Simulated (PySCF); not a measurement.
**Working with the constants of ZnBr⁻**

RHF-CCSD(T) constants of ZnBr⁻, ¹Σ⁺ (singlet), closed shell (Zn def2-TZVPPD, Br def2-TZVPPD; no relativity (PySCF 2.14); masses 63.9291 and 78.9183 u):

- ωe: 118.1 cm⁻¹
- ωexe: 1.0 cm⁻¹
- Be: 0.064472 cm⁻¹
- αe: 0.000654 cm⁻¹
- De to Zn + Br⁻: 0.53 eV

Task: What force constant and bond length do these constants imply?

Result: Reduced mass μred = 35.319 u; k = 5.8918×10⁻⁷·μred·ωe² (u, cm⁻¹, mdyn/Å) = 0.290 mdyn/Å; Re = √(16.8576/(μred·Be)) (u, cm⁻¹, Å) = 2.721 Å.

Task: Estimate the centrifugal constant D from the Kratzer relation and find the Dunham coefficient a1.

Result: D = 4Be³/ωe² = 7.69e-08 cm⁻¹; a1 = −1 − αeωe/(6Be²) = -4.10.

Correlated steps freeze 14 core orbitals. For an ion De counts to the pair picked by the measured ionisation energies or electron affinities, which need not be the lowest pair at this level.
